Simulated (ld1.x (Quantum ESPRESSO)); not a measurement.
# K (Z = 19), TM: configuration errors across variants

| Quantity | Value |
| --- | --- |
| Element | K |
| Generator | ld1.x (Quantum ESPRESSO) 7.5 |
| Type | norm-conserving Troullier–Martins (Kleinman–Bylander form) |
| Functional | LDA (PZ) |
| Relativity | scalar-relativistic |
| Frozen core | [Ne] |
| Valence charge | 9 |
| Reference configuration | 3s2 3p6 3d1 4s0 4p0 |
| Partial waves | 3s (bound): rc 2.15 bohr; 3d (bound): rc 4.20 bohr; 3p (bound): rc 1.20 bohr |
| Local potential | the p channel |
| Core correction | none |

All-electron excitation energies from the reference (eV): (1) 3s2 3p6 3d0 4s1 4p0 -2.514; (2) 3s2 3p6 3d0 4s0 4p0 1.893; (3) 3s2 3p6 3d0 4s0.5 4p0 -0.804; (4) 3s2 3p6 3d0 4s0 4p1 -0.883; (5) 3s2 3p6 3d0.5 4s0.5 4p0 -1.264; (6) 3s2 3p5 3d0 4s1 4p0 22.449; (7) 3s1 3p6 3d0 4s1 4p0 39.315; (8) 3s2 3p6 3d1 4s0 4p0 spin -0.060; (9) 3s2 3p6 3d0 4s1 4p0 spin -2.654.

Spin tests fill each open shell by Hund’s rule, majority spin first.

Errors AE − PS in meV (a dash: test not solved or not reliable):

| change | (1) | (2) | (3) | (4) | (5) | (6) | (7) | (8) | (9) | bound ghosts |
| --- | --- | --- | --- | --- | --- | --- | --- | --- | --- | --- |
| base | +95 | +7.8 | +67 | +6.5 | +55 | +458 | +381 | +1.7 | +95 | none |
| all radii scaled by about 0.75 (s 1.62, p 0.90, d 3.16 bohr) | +46 | +1.7 | +32 | +3.6 | +26 | +218 | +213 | +0.5 | +46 | none |
| all radii scaled by about 0.82 (s 1.76, p 0.98, d 3.44 bohr) | +53 | +2.6 | +37 | +3.9 | +30 | +254 | +232 | +0.7 | +53 | none |
| all radii scaled by about 1.06 (s 2.28, p 1.26, d 4.44 bohr) | +116 | +10 | +83 | +7.7 | +67 | +552 | +455 | +2.1 | +116 | none |
| all radii scaled by about 1.15 (s 2.48, p 1.38, d 4.84 bohr) | +134 | +16 | +98 | +10 | +80 | +668 | +558 | +3.2 | +135 | none |
| all radii scaled by about 1.23 (s 2.66, p 1.48, d 5.18 bohr) | +146 | +23 | +109 | +12 | +88 | +757 | +639 | +4.3 | +146 | none |
| all radii scaled by about 1.30 (s 2.80, p 1.56, d 5.48 bohr) | +149 | +28 | +114 | +13 | +92 | +809 | +693 | +5.2 | +149 | none |
| all radii scaled by about 1.39 (s 3.00, p 1.66, d 5.84 bohr) | +141 | +35 | +112 | +14 | +89 | +829 | +719 | +6.1 | +140 | none |

Task: Give the same row for: all radii scaled by about 0.93 (s 2.00, p 1.12, d 3.90 bohr).

Result: +82, +5.3, +58, +5.2, +47, +391, +329, +1.2, +83; bound ghosts: none.
